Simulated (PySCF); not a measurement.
FLi, charge -1, doublet, at a GFN2-xTB geometry (such geometries of metal compounds can be far from the true shape) (a state made from the parent by changing its charge; the spin is typed, not shown lowest) (in this run its highest filled SCF level lies above zero, so its values depend strongly on the basis, on diffuse functions most of all). Base run: PySCF with B3LYP/cc-pVDZ.

PySCF was given this input:
```python
from pyscf import gto, scf, dft, solvent

mol = gto.M(
    atom='''
Li   -0.00000000   -0.00000000   -1.39755737
F     0.00000000    0.00000000    0.46585246
''',
    basis='cc-pvdz',
    charge=-1,
    spin=1,
    verbose=3,
)

mf = dft.UKS(mol)
mf.xc = 'b3lyp'
mf.kernel()
```

Each row names what was changed in the base input (with any setting that the change needs).

```json
[
 {"change": "base", "ΔE vs base (kJ/mol)": "0.00"},
 {"change": "model = IEF-PCM; solvent = dichloromethane; vdw_scale = 1.1", "ΔE vs base (kJ/mol)": "-203.7"},
 {"change": "model = IEF-PCM; solvent = dichloromethane; r_probe = 0.5", "ΔE vs base (kJ/mol)": "-180.5"},
 {"change": "model = SS(V)PE; solvent = dichloromethane", "ΔE vs base (kJ/mol)": "-196.6"},
 {"change": "model = IEF-PCM; solvent = dichloromethane; vdw_scale = 1.4", "ΔE vs base (kJ/mol)": "-187.5"},
 {"change": "model = IEF-PCM; solvent = dichloromethane; vdw_scale = 1.0", "ΔE vs base (kJ/mol)": "-208.8"},
 {"change": "model = IEF-PCM; solvent = dichloromethane; lebedev_order = 41", "ΔE vs base (kJ/mol)": "-198.4"},
 {"change": "model = IEF-PCM; solvent = 2-propanol", "ΔE vs base (kJ/mol)": "-212.9"},
 {"change": "model = C-PCM; solvent = dichloromethane", "ΔE vs base (kJ/mol)": "-198.8"},
 {"change": "model = IEF-PCM; solvent = water", "ΔE vs base (kJ/mol)": "-222.5"},
 {"change": "model = IEF-PCM; solvent = tetrahydrofuran", "ΔE vs base (kJ/mol)": "-192.8"},
 {"change": "model = IEF-PCM; solvent = chloroform", "ΔE vs base (kJ/mol)": "-174.2"}
]
```

The base is the gas phase, so ΔE is the electrostatic part of solvation at a fixed geometry, without cavity and dispersion terms.

Open shells are given as the SCF converged; they aren't shown to be the lowest states, and a large step between rows can be another state.

The gas-phase anion may not be bound at this level, which the solvent then changes.
